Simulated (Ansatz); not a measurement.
A structure relaxed at PBE-D4/def2-SVP in Ansatz, charge 1, singlet:

Cartesian coordinates in Å:
```
Al -0.9343 0.9056 -0.9499
Al -0.8010 -1.5102 0.0117
Al 1.8849 -1.0771 0.6933
Al 0.0228 0.8797 1.4696
Ga -3.1845 0.6889 0.6659
Ga 1.9643 1.3805 -0.1344
Ga 1.0477 -1.2673 -1.7561
```

Problem. Give its formula and point group.

Solution. Al₄Ga₃⁺. Point group Cs (tolerance 0.1 Å).

Problem. Summarise the bond lengths by kind (pairs closer than 1.2 times the sum of covalent radii, bridged metal pairs left out).

Solution. 5 × Al–Ga 2.57 to 2.78 Å; 4 × Al–Al 2.60 to 2.81 Å.

The restricted singlet is unstable towards broken spin symmetry at other levels; at PBE-D4/def2-SVP this wasn't settled. Another isomer (singlet) lies 1.53 eV lower at PBE0-D4/def2-TZVP; other spin states weren't run for this one.
